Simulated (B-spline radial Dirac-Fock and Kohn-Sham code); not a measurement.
**In⁷⁺: eigenvalues, ΔSCF and the reference**

System: In⁷⁺, [Kr] 4d6.

The density-functional columns are spherical, spin-unpolarised Dirac-Kohn-Sham results without Breit or QED terms: −ε is minus the orbital energy of the initial state and ΔSCF the difference of two total energies. The reference in the last column comes from relaxed Dirac-Fock hole states (ΔSCF) with Breit and QED corrections and a finite nucleus. All numbers are from a radial finite-basis atomic code, in eV; a selection of levels is shown. The Kohn-Sham columns are given as differences from the reference. For the 1s level of heavy atoms much of the gap between ΔSCF and the reference is the Breit and QED part, -89.9 eV here; for other levels the error of the functional can be larger.

```
level  PBE −ε − DF  PBE ΔSCF − DF  LDA −ε − DF  LDA ΔSCF − DF  Dirac-Fock
    K       -219.0         +114.9       -252.1          +80.9     28072.5
   L1       -107.7          -45.2       -111.6          -49.0      4378.2
   L2        -82.4           -5.6        -83.7           -6.9      4073.0
   L3        -85.3          -12.6        -86.3          -13.6      3865.0
   M1        -55.5          -31.4        -56.7          -32.6       960.2
   M2        -45.1          -20.4        -45.5          -20.8       836.9
   M3        -44.7          -20.7        -45.0          -21.0       798.4
   M4        -27.7           -1.7        -27.4           -1.3       581.9
   M5        -28.0           -2.2        -27.7           -1.8       574.3
   N1        -21.4           -9.2        -21.6           -9.4       251.6
   N2        -15.3           -3.4        -15.2           -3.4       207.5
   N3        -15.2           -3.6        -15.3           -3.7       200.2
 N4,5         -9.1           +1.4         -9.0           +1.6       132.3
```

Values without a named source are computed, but for edge energies of neutral atoms, which are taken from tables.
